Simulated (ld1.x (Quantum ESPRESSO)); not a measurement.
**Ranking RRKJ potentials for In**

All share these settings but for the change named:

- Element: In
- Generator: ld1.x (Quantum ESPRESSO) 7.5
- Type: norm-conserving RRKJ (Kleinman–Bylander form)
- Functional: LDA (PZ)
- Relativity: scalar-relativistic
- Frozen core: [Ar] 3d10
- Valence charge: 21
- Reference configuration: 4s2 4p6 4d10 5s0 5p0 (charge +3)
- Partial waves: 4p (bound): rc 1.55 bohr; 4d (bound): rc 1.60 bohr; 4s (bound): rc 1.05 bohr
- Local potential: the s channel
- Core correction: a·sin(br)/r model core inside 0.60 bohr

Test errors are all-electron minus pseudo excitation energies from the reference, over 4s2 4p6 4d10 5s2 5p1; 4s2 4p6 4d10 5s2 5p0; 4s2 4p6 4d10 5s1 5p0; 4s2 4p6 4d9 5s2 5p2; 4s2 4p6 4d10 5s1 5p1; 4s2 4p6 4d9 5s0 5p0; 4s2 4p5 4d10 5s2 5p1. None of these files shows a bound ghost.

The base gives 1724.0 meV.

Of 8 variants that were run, those that failed, showed a ghost or another fault, or gave nearly equal values are left out.

A variant can come out equal or close to the base, since the largest error may sit in a test that the change hardly touches while other tests move.

Rank these variants by their largest absolute test error, smallest first.
A. functional PBEsol
B. all radii but the core radius scaled by about 0.80 (s 0.84, p 1.24, d 1.28 bohr)
C. wave 4p (bound): rc 1.55 bohr becomes 4p (bound): rc 1.26 bohr

B (579.0 meV), C (1437.9 meV), A (1711.3 meV).
